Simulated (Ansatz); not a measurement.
```xyz
3

C     0.0000    0.4471   -0.3001
H     0.0000    1.3738    0.1812
O     0.0000   -0.5071    0.2024
```

Basis set: def2-TZVP (spherical functions). Left uncorrelated: 2 orbitals. Charge 0, multiplicity 2.

Computed with Ansatz (development build ahead of 0.2.0); each method stands on the lowest determinant of its kind that the runs found.

The atomization energy at this shape (free ground-state atoms in the same class of orbitals less the molecule, no zero-point energy) of doublet CHO:

```csv
method,atomization energy
UHF-MP2,11.37 eV
```

What does UHF give?

7.48 eV. Caution: the shape is not the minimum.
